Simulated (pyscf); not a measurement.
Structures and frequencies: ωB97X-D3(BJ)/def2-SVP in PySCF. MP2 and CC: frozen core, UHF for open shells. ΔMP2 is the change of the MP2 total energy from the triple- to the quadruple-zeta basis.

SMILES: [PH]=[In][GaH2]
```xyz
6

P     -2.6850     1.7305     1.8822
In    -1.3835     0.5598     0.3990
Ga     0.0789    -0.7418    -1.2646
H     -3.1904     0.4468     2.2919
H     -0.0059    -2.3064    -1.3208
H      1.0552     0.0244    -2.2229
```
Charge 0, spin multiplicity 1.

Question: What is the homolytic dissociation enthalpy (298 K, CCSD(T)/def2-TZVPP + ΔMP2(QZVPP)) of the Ga–In bond of `[PH]=[In][GaH2]`, to [HP=In]• + GaH₂•?

Answer: Ga–In to [HP=In]• + GaH₂•: 48.5 kcal/mol. The radicals are drawn with the spin at the cut bond; how far it spreads was not checked. HP=In–GaH₂ lies 31.1 kcal/mol over its isomer H₂Ga–PH–In [singlet], and others may lie lower still (electronic energy, ωB97M-D3(BJ)). The CCSD(T) − MP2 part came from Ansatz, without density fitting, on the same reference. The frozen core leaves the outer d or s,p core shells of the metals and heavy elements correlated in the MP2 and CC values, and def2-TZVPP describes them poorly, which can shift differences by a few kcal/mol. Elements up to Kr have no core potential and no relativistic terms here. Elements past Kr carry the def2 core potentials, without spin-orbit coupling.
